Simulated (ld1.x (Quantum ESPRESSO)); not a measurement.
# Configuration tests for Si (Z = 14) (PAW)

ld1.x (Quantum ESPRESSO) 7.5 input, shortened:

```
&input
   title='Si', zed=14., rel=1, dft='PBE', iswitch=3,
   config='[Ne] 3s2 3p1.5'
 /
 &inputp
   pseudotype=3, lpaw=.true., tm=.true., lloc=-1, rcloc=1.20,
   nlcc=.true.,
   which_augfun='PSQ', rmatch_augfun=1.10
 /
4
3S  1  0   2.00   0.00  1.20  1.55  0.0
3S  1  0   0.00   0.15  1.20  1.55  0.0
3P  2  1   1.50   0.00  1.70  2.20  0.0
3P  2  1   0.00   0.65  1.70  2.20  0.0
 &test
   configts(1)='3s2 3p1.5'
 /
```

Energies are relative to the spin-unpolarised reference configuration 3s2 3p1.5; without spin polarisation the order of configurations can differ from experiment.

```json
{"valence configuration": "3s2 3p1", "charge": "+1", "ΔE all-electron (eV)": "4.819", "error AE − PS (meV)": "-0.6"}
{"valence configuration": "3s1 3p3", "charge": "0", "ΔE all-electron (eV)": "3.893", "error AE − PS (meV)": "-0.3"}
{"valence configuration": "3s2 3p2.3", "charge": "-0.3", "ΔE all-electron (eV)": "-3.852", "error AE − PS (meV)": "+0.1"}
{"valence configuration": "3s0 3p4", "charge": "0", "ΔE all-electron (eV)": "10.857", "error AE − PS (meV)": "-1.1"}
{"valence configuration": "3s1 3p2", "charge": "+1", "ΔE all-electron (eV)": "12.249", "error AE − PS (meV)": "-2.2"}
```

(1) What are ΔE and the potential's error for 3s2 3p0?

(2) What are ΔE and the potential's error for 3s2 3p2?

Note: ghost state, extra bound levels that the all-electron valence spectrum of the same l lacks: s at -22.4 eV. A true bound ghost makes a file unfit for plane-wave use.

## Answers

(1) ΔE = 20.811 eV all-electron; the error (AE − PS) is -9.1 meV.

(2) ΔE = -2.921 eV all-electron; the error (AE − PS) is +0.1 meV.
